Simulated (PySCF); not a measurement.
A structure optimised at PBE-D3(BJ)/def2-SVP, used in a PySCF frequency run:

```
Si
F 1 1.6367
O 1 1.6493 2 108.31
C 3 1.4199 1 123.32 2 55.02
H 4 1.1086 3 108.43 1 -175.65
H 4 1.1124 5 108.31 3 121.15
H 4 1.1128 5 108.34 6 117.31
O 1 1.6519 2 109.24 3 119.36
H 8 0.9722 1 115.91 2 60.25
O 1 1.6520 2 109.49 3 -120.17
H 10 0.9726 1 115.37 2 62.65
```
Charge 0, spin multiplicity 1.

Problem. Write its SMILES and formula.

Solution. CO[Si](O)(O)F, CH₅FO₃Si

Problem. What are its rotational constants (standard atomic weights)?

Solution. 3.7761, 2.2029, 2.1912 GHz
